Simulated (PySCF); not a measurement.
**Electronic structure of Fe⁺ (iron, charge +1) at the UHF level**

Configuration: [Ar] 3d6 4p1, one real determinant (an excited configuration). Calculation: PySCF 2.14, in aug-cc-pVTZ (8s7p5d3f2g, 93 functions); no relativity, point nucleus.

* Total energy: -1262.058322 hartree
* One-electron energy: -1735.3438 hartree
* Hartree (Coulomb) energy: 527.5789 hartree
* Exchange energy: -54.2934 hartree
* Kinetic energy: 1262.10258 hartree
* ⟨S²⟩: 8.7541
* ⟨L²⟩: 8.018
* Sum of ⟨r⟩: 18.74 bohr
* Sum of ⟨r²⟩: 29.92 bohr²
* Traceless quadrupole moment −½Σ⟨3z² − r²⟩ along its main axis: -5.16 e·bohr²
* Density at the nucleus (Gaussians lack the cusp): 11800 bohr⁻³
* Spin density at the nucleus: 0.00712 bohr⁻³
* Langevin diamagnetic susceptibility: -23.7 ×10⁻⁶ cm³/mol

```
shell  electrons  mean orbital energy (eV)  spread (eV)  rms radius, mean of both spins (bohr)
 1s α          1                   -7122.1            0                                 0.0685
 1s β          1                   -7122.0            0                                 0.0685
 2s α          1                   -880.29            0                                  0.292
 2s β          1                   -876.90            0                                  0.292
 2p α          3                   -757.33        0.998                                  0.261
 2p β          3                   -753.96        0.066                                  0.261
 3s α          1                   -127.89            0                                  0.881
 3s β          1                   -118.16            0                                  0.881
 3p α          3                   -90.299        2.084                                  0.938
 3p β          3                   -78.496        1.797                                  0.938
 3d α          5                   -28.443        2.209                                   1.20
 3d β          1                   -22.969            0                                   1.20
 4p α          1                   -10.774            0                                   3.72
```

⟨L²⟩ = 8.02 against 12 for a pure F term, so this real determinant mixes terms.

Spin-orbit constants ζ (cm⁻¹) from the X2C one-electron operator on these orbitals (non-relativistic here): bare nucleus, nucleus screened by l(l+1)(2l+1)/3 electrons, and screened by the Breit-Pauli mean field of the electrons.

```
shell   bare  screened nucleus  mean field
   2p  67930             62700       60260
   3p   8278              7641        7290
   3d  777.2             478.3       430.2
   4p  358.9             331.3       313.0
```

To first order the Landé constant is A = -36.50 cm⁻¹, so the lowest level has J = 11/2 and lies 0.0339 eV below the centre of the term. This holds in LS coupling only.
